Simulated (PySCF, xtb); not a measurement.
Al(H)(NH2)2 (AlH₅N₂), SMILES [NH2][AlH][NH2]. The values are those of a single conformer.

Harmonic wavenumbers (cm⁻¹) from xtb 6.7.1 with GFN2-xTB at its own minimum, in rising order: 91, 144, 167, 338, 382, 421, 484, 486, 642, 711, 874, 1477, 1482, 1865, 3400, 3401, 3419, 3422.

Q: What does B3LYP-D3(BJ)/def2-TZVP run with PySCF 2.14.0 give at its own minimum? (The exact figures need the calculation; the answer reports its results.)

A: 206, 268, 354, 360, 386, 523, 538, 680, 725, 773, 879, 1570, 1579, 1960, 3574, 3574, 3656, 3656. Paired by order, the mean absolute difference is 114 cm⁻¹ and the zero-point energies are 33.2 and 36.1 kcal/mol.
